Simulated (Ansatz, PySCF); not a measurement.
Pair of molecules: GeH4 (SMILES [GeH4]) (first 5 atoms) with HI (SMILES I); geometry from B3LYP-D3(BJ)/def2-TZVP.
(charge 0, multiplicity 1):
```tsv
atom	x (Å)	y (Å)	z (Å)
Ge	0.0755	0.1557	-0.0127
H	1.4609	0.0677	0.6444
H	-0.6465	-1.1909	0.1251
H	0.2400	0.5041	-1.5008
H	-0.7451	1.2543	0.6787
I	-0.2147	-0.5152	4.1073
H	0.5437	0.8598	3.7295
```

Monomers are frozen at their geometry in the pair; levels with a basis set take the counterpoise correction.

Codes used: Ansatz (a first-principles code) with Gaussian orbitals; PySCF for the dispersion terms. Values without a source in brackets are computed. In def2 rows elements past Kr take small-core potentials, without spin–orbit coupling.

Question: Predict the interaction energy from CAM-B3LYP-D4/def2-TZVPPD.

Answer: -0.8 kcal/mol

Question: What is the computed interaction energy (HF/def2-TZVPPD)?

Answer: 0.8 kcal/mol

Question: What is the computed interaction energy (PBE-D4/def2-TZVPPD)?

Answer: -1.1 kcal/mol
